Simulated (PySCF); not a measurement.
Cost of one run: shielding job, `COB(OC)c1ccoc1`.

Method: GIAO PBE0/pcSseg-1 NMR shielding, non-relativistic, gas phase (PySCF 2.14.0, density-fitted response routines). Geometry: GFN2-xTB. Work: shieldings, charges and field gradients, density fitting. The input is one job of a driver script: a line of settings, then coordinates in Å.

Input:
```
{"job": {"kind": "nmr", "xc": "PBE0", "basis": "pcSseg-1"}, "charge": 0, "multiplicity": 1}
C     -1.623021    -1.653634    -0.063132
O     -1.594670    -0.267106     0.160962
B     -0.454936     0.475319     0.197111
O     -0.548415     1.804873     0.405579
C     -1.785238     2.457440     0.595199
C      0.988663    -0.123464    -0.023415
C      1.709452    -0.198243    -1.253993
C      2.898309    -0.793626    -0.976547
O      2.979091    -1.097578     0.328522
C      1.826878    -0.692679     0.891341
H     -1.653905    -2.180394     0.894615
H     -0.747450    -1.990934    -0.623124
H     -2.528890    -1.883827    -0.627039
H     -2.538952     2.073935    -0.094840
H     -2.137174     2.306466     1.618458
H     -1.622814     3.521299     0.419302
H      1.371036     0.152901    -2.207213
H      3.735957    -1.049450    -1.594962
H      1.716276    -0.852047     1.945712
```

Hardware: one thread of an Arm Neoverse V2, no GPU, shared host.

**Question.** How large is the basis?

**Answer.** 215 functions for 74 electrons, with 1107 fitting functions; the fitted three-index integrals, 1107 × 215 × 216/2 numbers of 8 bytes, come to 200 MiB.

**Question.** How long does the run take?

**Answer.** About 30 s. The SCF took 14 cycles.

The SCF part of the output:
```
coarse grid: 16440 points
cycle   1  E = -483.8162119644  dE =  1.787e+00  |g| = 8.274e-01  |ddm| = 3.900e+00
cycle   2  E = -483.7023832337  dE =  1.138e-01  |g| = 1.159e+00  |ddm| = 1.398e+00
cycle   3  E = -483.9444398362  dE = -2.421e-01  |g| = 8.775e-02  |ddm| = 8.416e-01
cycle   4  E = -483.9457629238  dE = -1.323e-03  |g| = 3.574e-02  |ddm| = 8.526e-02
cycle   5  E = -483.9460238849  dE = -2.610e-04  |g| = 1.077e-02  |ddm| = 3.342e-02
cycle   6  E = -483.9460439674  dE = -2.008e-05  |g| = 4.350e-03  |ddm| = 9.962e-03
cycle   7  E = -483.9460479626  dE = -3.995e-06  |g| = 6.858e-04  |ddm| = 3.263e-03
final grid: 160432 points
cycle   8  E = -484.0340397479  dE = -3.889e-05  |g| = 1.487e-02  |ddm| = 3.386e-02
cycle   9  E = -484.0339896074  dE =  5.014e-05  |g| = 2.251e-02  |ddm| = 2.061e-02
cycle  10  E = -484.0340791054  dE = -8.950e-05  |g| = 2.691e-03  |ddm| = 1.345e-02
cycle  11  E = -484.0340806895  dE = -1.584e-06  |g| = 4.751e-04  |ddm| = 2.271e-03
cycle  12  E = -484.0340807350  dE = -4.546e-08  |g| = 1.672e-04  |ddm| = 5.466e-04
cycle  13  E = -484.0340807412  dE = -6.217e-09  |g| = 3.083e-05  |ddm| = 1.534e-04
cycle  14  E = -484.0340807414  dE = -1.891e-10  |g| = 1.037e-05  |ddm| = 3.259e-05
converged SCF energy = -484.0340807414
```

On the final grid dE counts from the start density on that grid.

The host was shared with other jobs, so the times are rough.
